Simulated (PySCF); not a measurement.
# Zn²⁺ (zinc, charge +2) across methods

[Ar] 3d9 4s1, high-spin 3D determinant (an excited configuration). Computed with PySCF 2.14 in x2c-QZVPPall (11s7p6d4f2g, 108 functions), with scalar relativity by spin-free X2C-1e.

```tsv
method	E (hartree)	mean ε 3d α (eV)	mean ε 3d β (eV)	mean ε 4s α (eV)	Σ⟨r²⟩ (bohr²)	⟨S²⟩
TPSS	-1794.615	-38.589	-37.184	-25.958	18.16	2.000
MN15	-1795.814	-42.988	-41.683	-27.237	18.26	2.001
PBE	-1794.344	-38.630	-37.202	-26.054	18.18	2.000
revPBE	-1794.510	-38.544	-37.115	-25.942	18.18	2.000
r2SCAN	-1794.579	-39.162	-37.624	-26.403	18.07	2.001
PBE0	-1794.363	-41.901	-40.379	-26.950	18.11	2.000
LDA	-1791.570	-38.971	-37.511	-26.379	18.14	2.000
UHF	-1793.11516	-50.789	-48.894	-29.072	18.12	2.001
```
